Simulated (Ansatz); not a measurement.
def2 core potentials replace the inner electrons of Sn.

Computed with frozen-core CCSD(T)/def2-TZVPP // PBE0-D3(BJ)/def2-SVP in Ansatz (a program for electronic structure).

Ansatz 0.2 input:
```yaml
crystal:
  periodic: [false, false, false]
  atoms:
    - { symbol: C, position_ang: [2.088977, -0.268355, -0.189132] }
    - { symbol: C, position_ang: [0.907477, -0.86306, 0.001656] }
    - { symbol: C, position_ang: [-0.332078, -0.534735, -0.747564] }
    - { symbol: Sn, position_ang: [-1.546234, 0.777928, 0.457319] }
    - { symbol: Cl, position_ang: [-0.551872, 2.88772, 0.594431] }
    - { symbol: Cl, position_ang: [-3.71581, 1.080614, -0.363377] }
    - { symbol: Cl, position_ang: [-1.738161, -0.039552, 2.639202] }
    - { symbol: H, position_ang: [2.960963, -0.54184, 0.409084] }
    - { symbol: H, position_ang: [2.225362, 0.510308, -0.946365] }
    - { symbol: H, position_ang: [0.811799, -1.62392, 0.785053] }
    - { symbol: H, position_ang: [-0.145234, 0.02271, -1.677152] }
    - { symbol: H, position_ang: [-0.965288, -1.40772, -0.963156] }
basis:
  gaussian: { orbitals: def2-TZVPP }
correlation:
  method: ccsd_t
```

Output:

```
Functional definition: HF
2169 factors; integrals over basis functions are off by at most 1.0e-3 eV
mean field evaluation 1: about -46488.4385 eV, gradient 3.7e1 eV
mean field evaluation 2: about -46488.7484 eV, gradient 3.8e1 eV
mean field evaluation 4: about -46492.7188 eV, gradient 4.2e0 eV
mean field evaluation 8: about -46492.7928 eV, gradient 2.6e-1 eV
mean field evaluation 16: about -46488.4369 eV, gradient 3.7e1 eV
mean field -46492.79326352 eV, -1708.5786384871 hartree, gradient 3.8e-6 eV, S^2 0.000000; 0 other end points of the search recorded, 0 dependent functions left out
22 core orbitals not correlated
reference -46492.79326352 eV, -1708.5786384871 hartree; 26, 26 occupied and 291, 291 virtual orbitals, 2169 factors
second order -37.38470928 eV of doubles, -0.00000000 eV of singles
cycle   1  -38.00923588 eV  change   -6.2e-1 eV  update   1.3e-1
cycle   2  -38.86601039 eV  change   -8.6e-1 eV  update   3.7e-2
cycle   3  -39.04489683 eV  change   -1.8e-1 eV  update   1.9e-2
cycle   4  -39.02920852 eV  change    1.6e-2 eV  update   4.9e-3
cycle   5  -39.02662490 eV  change    2.6e-3 eV  update   2.2e-3
cycle   6  -39.02763299 eV  change   -1.0e-3 eV  update   6.1e-4
cycle   7  -39.02763004 eV  change    3.0e-6 eV  update   2.9e-4
cycle   8  -39.02757034 eV  change    6.0e-5 eV  update   1.0e-4
cycle   9  -39.02761180 eV  change   -4.1e-5 eV  update   5.6e-5
perturbative correction -1.68471576 eV, -0.0619121621 hartree
Total energy: -46533.50559107 eV, -1710.0747889289 hartree
```

Cost: about 60 core-minutes (a rough figure).
